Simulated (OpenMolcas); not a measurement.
Os5+ among 8 point charges of -1.2 e arranged as a cube (Oh).

```yaml
Program: OpenMolcas
Method: "SS-CASPT2, IPEA 0.25 Eh, imaginary shift 0.1 Eh (closed shells correlated: 5s 5p)"
Basis: ANO-RCC-VDZP [7s6p4d2f1g]
Scalar_Hamiltonian: DKH2, point nucleus
Active_space: 3 electrons in 5 orbitals (5d)
State_averaging: 2S+1 = 4 even, 10 roots; 2S+1 = 2 even, 40 roots
Spin-orbit_coupling: state interaction with AMFI integrals over the reference wave functions
```

All point charges move together. At R = 2.17 Å the first state of the same spin is 2870 cm-1, and at R = 2.27 Å it is 2290 cm-1.

A third run gives 4750 cm-1. What distance was it run at?

With a power law R^-n the two known points give n = -ln(2290 / 2870) / ln(2.27 / 2.17) = 5.01. Then R = 2.17 × (2870 / 4750)^(1/5.01) = 1.962 Å. The run was at 1.97 Å, so the estimate is off by -0.008 Å.

Roots that are degenerate in the reference are averaged as groups; the widest CASPT2 spread within a group is 180 cm-1 (the 3-fold group of multiplicity 4 near 2290 cm-1 above the lowest state of its run, R = 2.27). Shifts and gaps below about the spread of the groups concerned are not significant. Point charges give a weaker field than real ligands, and real ions of this kind are as a rule low spin; the high spin found here belongs to the model. Free-ion shares, where given, are those of the reference states; single-state CASPT2 does not remix them. Spin-orbit coupling mixes the spin-free states strongly: the lowest level takes only 55 % from its leading state, 4T1 (figures for R = 1.97; the like holds for R = 2.17, R = 2.27). Point charges carry no covalency, so the field is a model and not that of real ligands. No measured value stands beside these numbers.
